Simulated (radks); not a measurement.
Results of a calculation; reference values are marked as such.
Initial-state core-level shifts of neutral potassium when its valence configuration changes from [Ar] 4s1. Code: a radial shooting solver on a logarithmic mesh with Libxc functionals. Model: non-relativistic Kohn-Sham, r2SCAN, spin-polarised, spherical densities, point nucleus; open shells are filled with parallel spins first; meta-GGA in the generalised Kohn-Sham scheme. Shifts are changes of the shell-averaged eigenvalues in eV (positive: less bound); the change of the density at the nucleus, which sets a Mossbauer isomer shift, is in e/bohr^3, on a base of 4541.

valence          1s      2s      3s      3p  density at nucleus
4p1          -1.552  -1.548  -1.536  -1.514             -0.9231
3d1          -1.936  -1.848  -1.809  -1.810             -0.9412
4s0.5 4p0.5  -0.791  -0.789  -0.786  -0.774             -0.4987
3d0.5 4s0.5  -1.267  -1.235  -1.215  -1.211             -0.4421
3d0.5 4p0.5  -1.741  -1.694  -1.666  -1.657             -0.9312
